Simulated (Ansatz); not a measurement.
## Two structures, one formula

Two relaxed structures of CH₄SSn, singlet (PBE0-D4/def2-TZVP; forces vanish, vibrations not checked).

A:

```tsv
atom	x (Å)	y (Å)	z (Å)
S1	0.3551	-2.4010	0.6499
C2	-0.5174	-1.1420	0.1666
Sn3	0.2924	0.8343	-0.1394
H4	-1.5859	-1.2812	-0.0215
H5	0.0201	1.2970	-1.7610
H6	-0.5173	1.9296	0.8911
H7	1.9530	0.7633	0.2144
```

B:

S1  (-0.139, -2.556, -0.047)
C2  (-0.688, -0.988, 0.305)
Sn3  (0.336, 0.727, 0.773)
H4  (-1.709, -1.045, 0.683)
H5  (1.049, -2.247, -0.601)
H6  (-0.698, 2.061, 0.463)
H7  (1.734, 0.826, -0.226)
(Å)

Ansatz 0.2.0; basis: def2-TZVPP; cores frozen in the correlated methods. Filled d shells of the heavier atoms are correlated. Core potentials replace the inner electrons of the atoms past krypton. The def2 sets are not built for correlating such inner shells, so the correlated values are less sure here. B3LYP uses VWN-RPA correlation.

**Question.** Which structure is lower at CCSD(T), and by how much? (Judge from chemistry; the value comes from the calculation.)

**Answer.** Computed: A, by 0.524 eV (electronic energy, against the other). By their contacts, A is CH₄SSn ([S][CH][SnH3]) and B is CH₄SSn ([SH][CH][SnH2]).

All methods give the same order:

```json
{"method": "PBE-D4", "E(B) − E(A) (eV)": "0.207"}
{"method": "r2SCAN-D4", "E(B) − E(A) (eV)": "0.282"}
{"method": "PBE0-D4", "E(B) − E(A) (eV)": "0.394"}
{"method": "B3LYP-D4", "E(B) − E(A) (eV)": "0.390"}
{"method": "wB97M-V", "E(B) − E(A) (eV)": "0.687"}
{"method": "HF", "E(B) − E(A) (eV)": "1.007"}
{"method": "MP2", "E(B) − E(A) (eV)": "0.510"}
{"method": "CCSD", "E(B) − E(A) (eV)": "0.657"}
{"method": "CCSD(T)", "E(B) − E(A) (eV)": "0.524"}
```

T1 diagnostic: at most 0.023. The restricted Hartree–Fock reference is unstable towards an unrestricted one at one or more of these structures. A large double-excitation amplitude points to some diradical character; no triplet was computed.

Labels in which every atom is bracketed show which atoms are joined, not bond orders.

For scale, one of the runs: CCSD(T)/def2-TZVPP, 179 basis functions, launched by `ansatz run in.yaml --threads 2 --pin off --events-out ev --progress --plain --max-ram 4352MiB`. Hardware: 2 CPU threads of an Intel Xeon, shared host. Wall time 36 s; peak host memory 1.8 GiB.
